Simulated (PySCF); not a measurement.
A structure optimised at PBE-D3(BJ)/def2-SVP, used in a PySCF frequency run:

```xyz
6

Zn     0.0000     0.0000     0.4595
Br     0.0000     0.0000    -1.8042
Si     0.0000     0.0000     2.8087
H      1.2186    -0.7036     3.3469
H     -1.2186    -0.7036     3.3469
H      0.0000     1.4071     3.3469
```

Question: Write its SMILES, formula and point group.

Answer: [SiH3][Zn][Br], BrH3SiZn, C3v

Question: What are its rotational constants (standard atomic weights)?

Answer: 84.404, 0.95578, 0.95578 GHz
